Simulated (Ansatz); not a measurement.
[Al(H2S)(H2O)5]3+ (AlSO5H12³⁺). Charge 3, multiplicity 1. Geometry PBE-D4/def2-SVP, basis def2-TZVP, Ansatz.

| run | HOMO (eV) | LUMO (eV) |
| --- | --- | --- |
| A | -20.99 | -13.23 |
| B | -19.81 | -13.87 |
| C | -20.25 | -13.19 |
| D | -21.26 | -12.85 |
| E | -20.86 | -13.22 |
| F | -19.99 | -13.86 |

B3LYP takes the VWN-RPA correlation. HSE06 is defined as in plane-wave codes, on full-range PBE exchange.

Problem. The runs used B3LYP, BLYP, HSE06, PBE, PBE0, r2SCAN. Estimate which is which.

Solution. A B3LYP (20 % exact exchange); B BLYP (0 % exact exchange); C r2SCAN (0 % exact exchange); D PBE0 (25 % exact exchange); E HSE06 (range-separated); F PBE (0 % exact exchange). Exact exchange lowers occupied and raises empty levels; among semilocal functionals meta-GGAs tend to open the gap a little, and such runs are hard to tell apart. The gap grows from 5.95 eV (BLYP) to 8.41 eV (PBE0).
